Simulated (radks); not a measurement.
Task: Ag+, configuration [Kr] 4d9.5 5s0.5 (fractional occupations, a model configuration). Calculated with a radial shooting solver on a logarithmic mesh with Libxc functionals: Dirac Kohn-Sham, PBE, spin-unpolarised, spherical densities, finite nucleus; open shells fill j = l - 1/2 first; Fermi nuclear charge, rms radius 4.5454 fm. Some entries of the table are withheld. Estimate them.

orbital,occ.,eigenvalue (eV),<r> (bohr),<1/r> (bohr^-1)
1s1/2,2,-25324.77,0.03111,(1)
2s1/2,2,-3736.695,0.1345,11.39
2p1/2,2,-3473.245,0.1141,11.37
2p3/2,4,-3297.920,0.1192,10.68
3s1/2,2,-693.6276,(2),3.983
3p1/2,2,-588.8210,0.3600,3.889
3p3/2,4,-557.8795,0.3709,3.722
3d3/2,4,-372.3545,0.3437,3.557
3d5/2,6,-366.1238,0.3472,3.514
4s1/2,2,-105.4135,0.9113,1.521
4p1/2,2,-72.4289,0.9777,(3)
4p3/2,4,-67.3270,1.009,(4)
4d3/2,4,-17.7506,1.347,1.005
4d5/2,5.5,-17.1653,1.368,0.9899
5s1/2,0.5,-12.0224,2.774,0.4610

Result: 
(1) 1s1/2 <1/r> (bohr^-1): 49.44
(2) 3s1/2 <r> (bohr): 0.3683
(3) 4p1/2 <1/r> (bohr^-1): 1.399
(4) 4p3/2 <1/r> (bohr^-1): 1.345
